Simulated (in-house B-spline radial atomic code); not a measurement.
# OLYP excitations of S6+

Method: OLYP. Computed with an all-electron radial atomic-structure program (B-spline basis): linear response of the closed shell [He] 2s2 2p6 with the functional's adiabatic kernel; non-relativistic, point nucleus, no spin-orbit coupling, no double excitations, S, P, D and F terms only. Only terms of natural parity with L up to 3 were computed.

Command:
```bash
python run_td.py task.json out
```
Settings (radii: box in bohr, nucleus in fm):
```
Z                        16
electrons                10
configuration            [He] 2s2 2p6
hamiltonian              nr
method                   optx,lyp
box_radius               14.35
intervals                50
```

Time taken, with all properties: 0.2 s on 1 thread of Arm Neoverse N1, with other jobs on the host.

The lowest states, in the order of their Tamm-Dancoff energies; the method's threshold (minus the highest occupied level) is 258.87 eV. Labels give the largest channel, * marks a mixed state, and oscillator strengths are full-response dipole values. Semilocal kernels can invert the small singlet-triplet splittings of Rydberg terms. Energies in eV:

| state | full response | Tamm-Dancoff | oscillator strength |
| --- | --- | --- | --- |
| 2p → 3s 3P | 160.11 | 160.12 | - |
| 2p → 3s 1P | 161.80 | 161.83 | 0.168 |
| 2p → 3p 3S | 172.22 | 172.29 | - |
| 2p → 3p 3D | 173.23 | 173.25 | - |
| 2p → 3p 1D | 174.74 | 174.76 | - |
| 2p → 3p 1S | 181.96 | 182.51 | - |
| 2p → 3d 3P | ? | ? | - |
| 2p → 3d 3F | 191.51 | 191.53 | - |
| 2p → 3d 1F | ? | ? | - |
| 2p → 3d 1P | 195.64 | 195.77 | 1.31 |

Question: Where does 2p → 3d 3P lie?

Answer: At 191.34 eV in full response, 191.36 eV in Tamm-Dancoff.

Question: Where does 2p → 3d 1F lie?

Answer: At 192.79 eV in full response, 192.80 eV in Tamm-Dancoff.

Question: How large is the singlet-triplet splitting of 2p → 3s (P terms) in Tamm-Dancoff?

Answer: 1.71 eV, from the unrounded values.

Question: What polarisabilities and dispersion coefficient does the method give?

Answer: Dipole 0.07457 bohr³, quadrupole 0.03184 bohr⁵, C6 0.03796 hartree·bohr⁶ for two such species.
